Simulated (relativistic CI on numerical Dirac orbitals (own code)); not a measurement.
**Calculated levels, Pm⁴¹⁺**

Computed by Dirac-Coulomb-Breit CI, separate exchange-only KLI orbitals for each configuration, model QED (radiative potential, 1s self-energy scaled to tabulated hydrogen-like ionisation energies), unscaled Slater integrals (own radial code, finite nucleus).

CI space (outside the closed core [Ne]): 3s²3p⁶3d², 3s²3p⁵3d³, 3s3p⁶3d³, 3s²3p⁶3d4s, 3s²3p⁶3d4p, 3s²3p⁶3d4d, 3s²3p⁵3d²4s, 3s²3p⁶3d4f, 3s²3p⁵3d²4p, 3s²3p⁵3d²4d, 3s3p⁶3d²4s, 3p⁶3d³4p, 3s3p⁶3d²4p, 3s²3p⁶4s², 3s²3p⁶4s4p, 3s²3p⁶3d5s, 3s²3p⁶3d5d, 3s²3p⁶3d5g, 3p⁶3d⁴, 3p⁵3d⁵, 3p⁵3d⁴4s, 3p⁶3d³4s, 3p⁵3d³4s², 3s²3p⁶4p², 3s²3p⁵4s4p², 3s²3p⁶4s4d, 3s²3p⁵4s²4d, 3s3p⁶3d4s², 3s3p⁶4s²4p, 3s3p⁶4s²4d. Double excitations out of closed p, d and f shells are left out; levels of such configurations are missing from the list, as are those of other unlisted configurations, and high levels can miss mixing partners. These lack a partner that the ground configuration has and come out too high: 3s²3p⁵3d²4p, 3s²3p⁵3d²4d.

The lowest level is 3s²3p⁶3d² ³F2, with 78 % of that term; Hund's rules for 3s²3p⁶3d² give ³F with J = 2, in agreement.

| No. | Configuration | Term | J | E (eV) | % | Next component (%) | Lifetime (s) |
| --- | --- | --- | --- | --- | --- | --- | --- |
| 1 | 3s²3p⁶3d² | ³F | 2 | 0.000 | 78 | 20 ¹D |  |
| 2 | 3s²3p⁶3d² | ³P | 0 | 17.499 | 78 | 22 ¹S | 9.35e-02 |
| 3 | 3s²3p⁶3d² | ³F | 3 | 27.340 | 100 |  | 4.69e-06 |
| 4 | 3s²3p⁶3d² | ³P | 2 | 35.859 | 48 | 35 ¹D | 8.25e-06 |
| 5 | 3s²3p⁶3d² | ¹G | 4 | 37.652 | 55 | 45 ³F | 1.93e-04 |
| 6 | 3s²3p⁶3d² | ³P | 1 | 39.217 | 100 |  | 1.10e-05 |
| 7 | 3s²3p⁶3d² | ³F | 4 | 62.038 | 55 | 45 ¹G | 3.26e-06 |
| 8 | 3s²3p⁶3d² | ³P | 2 | 67.524 | 49 | 46 ¹D | 2.94e-06 |
| 9 | 3s²3p⁶3d² | ¹S | 0 | 88.433 | 78 | 22 ³P | 1.35e-06 |
| 10 | 3p⁵3d³(4F) | ⁵F° | 2 | 208.458 | 27 | 24 ³D° | 4.98e-10 |
| 11 | 3p⁵3d³(4F) | ⁵D° | 1 | 210.642 | 36 | 24 ⁵F° | 5.00e-10 |
| 12 | 3p⁵3d³(4F) | ⁵D° | 0 | 214.503 | 69 | 28 ³P° | 1.90e-09 |
| 13 | 3p⁵3d³(2D) | ³F° | 3 | 217.238 | 22 | 21 ⁵G° | 1.23e-09 |
| 14 | 3p⁵3d³(4F) | ⁵F° | 3 | 230.008 | 33 | 32 ⁵D° | 5.36e-10 |
| 15 | 3p⁵3d³(4F) | ⁵G° | 4 | 233.592 | 35 | 34 ⁵F° | 9.04e-10 |
| 16 | 3p⁵3d³(4P) | ⁵S° | 2 | 234.405 | 37 | 18 ³P° | 2.11e-10 |
| 17 | 3p⁵3d³(2G) | ³F° | 2 | 236.673 | 41 | 33 ⁵D° | 2.88e-10 |
| 18 | 3p⁵3d³(4F) | ⁵D° | 1 | 238.439 | 40 | 35 ³D° | 1.16e-10 |
| 19 | 3p⁵3d³(4F) | ⁵G° | 5 | 239.990 | 30 | 24 ³G° | 3.56e-10 |
| 20 | 3p⁵3d³(4F) | ³G° | 3 | 241.006 | 41 | 32 ³F° | 3.65e-10 |
| 21 | 3p⁵3d³(2G) | ³F° | 4 | 241.906 | 34 | 20 ⁵D° | 4.37e-10 |
| 22 | 3p⁵3d³(2G) | ³H° | 6 | 242.554 | 45 | 22 ⁵G° | 6.75e-03 |
| 23 | 3p⁵3d³(4P) | ³P° | 0 | 243.544 | 50 | 27 ¹S° | 1.53e-09 |
| 24 | 3p⁵3d³(4F) | ³G° | 4 | 246.961 | 34 | 18 ¹G° | 2.17e-09 |
| 25 | 3p⁵3d³(4F) | ³G° | 3 | 248.452 | 22 | 22 ⁵D° | 9.57e-10 |
| 26 | 3p⁵3d³(4P) | ³D° | 2 | 248.994 | 31 | 24 ¹D° | 1.37e-09 |
| 27 | 3p⁵3d³(2P) | ³S° | 1 | 249.619 | 35 | 26 ³P° | 1.22e-10 |
| 28 | 3p⁵3d³(2G) | ³G° | 5 | 253.611 | 35 | 24 ¹H° | 8.90e-09 |
| 29 | 3p⁵3d³(4P) | ⁵D° | 4 | 258.648 | 52 | 21 ³G° | 3.29e-09 |
| 30 | 3p⁵3d³(2F) | ³G° | 4 | 262.717 | 30 | 23 ⁵F° | 1.48e-09 |
| 31 | 3p⁵3d³(4P) | ³P° | 2 | 263.246 | 37 | 16 ⁵S° | 6.09e-11 |
| 32 | 3p⁵3d³(4F) | ⁵F° | 5 | 264.947 | 27 | 25 ³H° | 1.40e-10 |
| 33 | 3p⁵3d³(4F) | ³D° | 2 | 265.502 | 43 | 25 ³F° | 1.11e-10 |
| 34 | 3p⁵3d³(4F) | ⁵G° | 6 | 267.233 | 53 | 28 ³I° | 5.67e-06 |
| 35 | 3p⁵3d³(2D) | ³D° | 3 | 268.915 | 37 | 25 ⁵P° | 2.33e-11 |
| 36 | 3p⁵3d³(2D) | ³P° | 1 | 270.461 | 33 | 24 ³D° | 3.78e-12 |
| 37 | 3p⁵3d³(2G) | ³F° | 2 | 271.618 | 41 | 17 ³P° | 4.17e-12 |
| 38 | 3p⁵3d³(2H) | ³G° | 3 | 271.736 | 26 | 24 ³D° | 3.50e-11 |
| 39 | 3p⁵3d³(2H) | ³H° | 5 | 272.690 | 32 | 27 ³G° | 4.41e-10 |
| 40 | 3p⁵3d³(2D) | ³P° | 1 | 273.688 | 56 | 14 ¹P° | 2.08e-11 |
| 41 | 3p⁵3d³(2H) | ³I° | 7 | 273.779 | 100 |  | 1.39e-05 |
| 42 | 3p⁵3d³(2P) | ³D° | 2 | 275.079 | 24 | 19 ³F° | 4.16e-12 |
| 43 | 3p⁵3d³(2D) | ³F° | 4 | 275.620 | 54 | 21 ³G° | 1.31e-10 |
| 44 | 3p⁵3d³(2H) | ³G° | 3 | 276.206 | 62 | 13 ¹F° | 1.79e-12 |
| 45 | 3p⁵3d³(2D) | ³D° | 3 | 278.013 | 32 | 18 ³F° | 1.26e-11 |

Energies count from the lowest computed level; ° marks odd parity; lifetimes are radiative, by E1, M1, E2, M2, E3 decay to levels of this space only. Percentages are summed over parent terms; the parents shown are those of the largest component, closed shells are left out there.

The mean weight of the leading LS term, summed over parents, in these 45 levels is 46 %, and that of the leading jj configuration (from the same eigenvectors) 85 %, so jj coupling describes them better and the LS labels are nominal.

At this charge energies of transitions that change n are usually good to better than 1 %, and those within a shell (Δn = 0) to a few per cent.

LS names give the leading component of a level, which can be under half, so a name can repeat, a term be missing and a line seem to break the LS rules.
